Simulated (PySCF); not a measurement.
# Continuum solvent and chemical shifts

Cartesian coordinates in Å; atom numbers follow the order of the lines, from 1:
```xyz
20

C    -3.1771   -0.2664   -0.1053
C    -1.7024   -0.3765   -0.4540
C    -0.7931    0.3002    0.5743
C     0.6610    0.1873    0.2189
C     1.2939    1.1373   -0.5883
C     2.6335    0.9610   -0.9297
N     3.3667   -0.0751   -0.5305
C     2.7684   -0.9822    0.2374
C     1.4353   -0.8998    0.6352
H    -3.4959    0.7863   -0.0408
H    -3.3950   -0.7359    0.8674
H    -3.8071   -0.7592   -0.8609
H    -1.5130    0.0691   -1.4455
H    -1.4120   -1.4371   -0.5440
H    -0.9670   -0.1506    1.5656
H    -1.0702    1.3643    0.6594
H     0.7477    2.0144   -0.9460
H     3.1393    1.7027   -1.5592
H     3.3844   -1.8292    0.5621
H     1.0038   -1.6775    1.2714
```

GIAO PBE0/pcSseg-1 in PySCF on one PBE0-D3(BJ)/def2-SVP conformer, non-relativistic, equivalent nuclei averaged. Solvents enter as an IEF-PCM continuum (acetone with ε = 20.5) around the gas-phase geometry. Shifts are referred to TMS computed in the same medium.

Gas phase, δ in ppm: C4 156.9, C6/C8 155.9, C5/C9 128.6, C3 42.0, C2 31.9, C1 17.0, H18/H19 8.69, H17/H20 7.02, H15/H16 2.31, H13/H14 1.35, H10/H11/H12 1.12. Dipole moment 2.86 D.

Task: How does each δ change in the continuum?

Result: 
| atoms | environment | Δδ, acetone |
| --- | --- | --- |
| C4 | substituted aromatic carbon | +4.6 |
| C6/C8 | aromatic CH next to a ring nitrogen | +0.7 |
| C5/C9 | aromatic CH | +2.9 |
| C3 | sp3 CH2 on an aromatic ring | +0.1 |
| C2 | sp3 CH2 | +0.7 |
| C1 | methyl carbon | +0.3 |
| H18/H19 | hydrogen on an aromatic CH next to a ring nitrogen | -0.01 |
| H17/H20 | hydrogen on an aromatic CH | +0.38 |
| H15/H16 | hydrogen on an sp3 CH2 on an aromatic ring | +0.16 |
| H13/H14 | hydrogen on an sp3 CH2 | +0.02 |
| H10/H11/H12 | hydrogen on a methyl carbon | +0.02 |

Changes are relative to the gas phase. The dipole moment becomes 3.83 D in acetone.

Task: Which nuclei move most (in ppm), and what does the model miss?

Result: C4 (substituted aromatic carbon, +4.6 ppm) in acetone. A continuum only polarises the solute; specific hydrogen bonds, the anisotropy of aromatic solvents and changes of geometry or conformer are outside it.
